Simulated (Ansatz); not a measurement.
```yaml
atoms:
  - { symbol: Mn, position_ang: [0.0000, 0.0000, 0.0000] }
  - { symbol: Cr, position_ang: [0.0000, 0.0000, 5.2800] }
  - { symbol: H, position_ang: [0.0000, 2.6400, 7.9200] }
```

Basis set: pcseg-2. Charge 0. Computed with Ansatz (development build ahead of 0.2.0); the lowest solution found for each multiplicity.

Task: How do the multiplicities compare at this shape? Give, from the lowest of each method, PBE0 (unrestricted) for 1, 3.

Result:

```
            method  multiplicity  E (eV)  <S²>
PBE0, unrestricted             1   0.000  5.95
PBE0, unrestricted             3   0.078  7.01
```

Caution: other spin multiplicities may lie lower. Caution for PBE0, unrestricted: charge can spread falsely over distant fragments; the unrestricted determinant is a mixture of spin states.
